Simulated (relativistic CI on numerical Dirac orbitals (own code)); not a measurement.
Rh⁷⁺: 4p photoemission

Computed with this model: Dirac-Coulomb-Breit CI, separate exchange-only KLI orbitals for each configuration, model QED (radiative potential, 1s self-energy scaled to tabulated hydrogen-like ionisation energies), valence Slater integrals scaled by 0.8, multiplet model of photoemission in the sudden approximation; configurations [Kr] 4d2 → [Ar] 3d10 4s2 4p5 4d2; 300 K; Lorentzian 1.68 eV and Gaussian 0.6 eV FWHM. Energies are those of the free ion, without screening or charge transfer. The energies are binding energies and can lie tens of eV above those of solids. S is read from ⟨S²⟩ = S(S + 1).

Field parameters in Wybourne normalisation: D3d B²₀ = −7Dσ, B⁴₀ = −14Dq − 21Dτ, B⁴₃ = −14√(10/7) Dq; Oh B⁴₀ = 21Dq, B⁴₄ = √(5/14) B⁴₀. The field is a parameter set, without covalency.

free ion: ground-state S = 0.98, centroid 167.73 eV. Peaks (eV, height): 163.0 (58), 165.0 (100), 177.2 (17), 183.6 (18).

Oh, 10Dq = 22250 cm⁻¹: ground-state S = 0.99, centroid 167.76 eV. Peaks (eV, height): 163.2 (72), 165.0 (100), 179.0 (11), 180.6 (8), 184.2 (13).

D3d, 10Dq = 42650, Dσ = -740, Dτ = 210 cm⁻¹: ground-state S = 0.99, centroid 167.76 eV. Peaks (eV, height): 165.2 (100), 170.4 (43), 181.8 (7), 182.8 (7), 185.4 (11).

Strongest unbroadened transitions for D3d, 10Dq = 42650, Dσ = -740, Dτ = 210 cm⁻¹:

```csv
Energy (eV),Relative strength
162.84,30.4
162.86,100.0
162.93,86.3
162.94,40.2
162.95,49.1
164.24,61.2
164.25,64.5
164.38,48.0
164.40,72.4
165.03,34.6
165.05,61.6
165.36,32.9
165.37,55.4
165.38,72.7
165.58,53.7
165.63,52.3
167.36,50.2
167.91,33.0
```
